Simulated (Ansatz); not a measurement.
C2H3F2NSn (`[CH3][Sn]([F])([F])[C]#N`). Charge 0, multiplicity 1. Sn takes the def2 core potential.

```xyz
9

C    -0.441    1.142   -0.894
Sn    0.130   -0.144    0.667
F     1.637    0.528    1.611
F    -1.224   -0.277    1.994
C     0.626   -2.127    0.204
N     0.883   -3.199   -0.130
H    -1.319    0.731   -1.389
H     0.383    1.230   -1.600
H    -0.674    2.116   -0.464
```

**Question.** List the harmonic frequencies (cm⁻¹, unscaled) at PBE0-D4/def2-TZVP in Ansatz. (Estimate.)

**Answer.** The calculation gave: 44, 88, 100, 131, 160, 177, 280, 284, 434, 561, 647, 647, 799, 800, 1240, 1445, 1445, 2328, 3082, 3189, 3190.

**Question.** Is this a minimum?

**Answer.** Yes, all 21 modes are real.

**Question.** Give the ideal-gas thermochemistry at 298.15 K and 1 bar (rigid rotor, harmonic oscillator; point group Cs, symmetry number 1).

**Answer.** Zero-point energy 126.0 kJ/mol; H(298) − E = 151.8 kJ/mol; entropy 400.3 J/(mol·K), of which translation 174.8, rotation 118.0, vibration 107.6; G(298) − E = 32.5 kJ/mol. Modes under 100 cm⁻¹ are hindered rotations or soft bends, so the harmonic entropy is rough.

**Question.** And at 400, 500, 600, 800 and 1000 K?

**Answer.** 
| T (K) | H − E (kJ/mol) | S (J/mol/K) | G − E (kJ/mol) |
| --- | --- | --- | --- |
| 400 | 164.9 | 437.9 | -10.3 |
| 500 | 178.8 | 469.0 | -55.7 |
| 600 | 193.7 | 496.1 | -104.0 |
| 800 | 225.4 | 541.6 | -207.9 |
| 1000 | 259.1 | 579.2 | -320.1 |

**Question.** Rotational constants (cm⁻¹)?

**Answer.** 0.0914, 0.05486, 0.05303.
